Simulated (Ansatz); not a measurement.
`C=CCC#CC` and `CBCC#CC` differ in one atom or group.

Ansatz, PBE0-D4/def2-TZVP geometries, multiplicity 1. Each molecule was computed in one conformer, which needn't be the lowest.

```json
{"property": "LUMO energy (ωB97M-V/def2-TZVPP) / eV", "`C=CCC#CC`": "2.32"}
{"property": "LUMO energy (PBE/def2-TZVPP) / eV", "`C=CCC#CC`": "-0.81"}
{"property": "size of the dipole moment (ωB97M-V/def2-TZVPP) / D", "`C=CCC#CC`": "0.36"}
{"property": "HOMO–LUMO gap (ωB97M-V/def2-TZVPP) / eV", "`C=CCC#CC`": "11.72"}
{"property": "HOMO energy (ωB97M-V/def2-TZVPP) / eV", "`C=CCC#CC`": "-9.39"}
{"property": "HOMO–LUMO gap (PBE/def2-TZVPP) / eV", "`C=CCC#CC`": "5.16"}
```

Problem. Give the same properties after the change, and the shifts. (Estimate.)

Solution. Ansatz gave: 
```csv
property,`CBCC#CC`,shift
LUMO energy (ωB97M-V/def2-TZVPP) / eV,1.53,-0.79
LUMO energy (PBE/def2-TZVPP) / eV,-1.40,-0.59
size of the dipole moment (ωB97M-V/def2-TZVPP) / D,0.95,0.59
HOMO–LUMO gap (ωB97M-V/def2-TZVPP) / eV,10.90,-0.82
HOMO energy (ωB97M-V/def2-TZVPP) / eV,-9.37,0.02
HOMO–LUMO gap (PBE/def2-TZVPP) / eV,4.69,-0.47
```

With PBE0 the HOMO falls by 0.05 eV and the LUMO falls by 0.65 eV, so the gap narrows by about 0.60 eV. PBE moves the HOMO by -0.12 eV and ωB97M-V by 0.02 eV. Dipoles are sizes alone; their direction can turn.
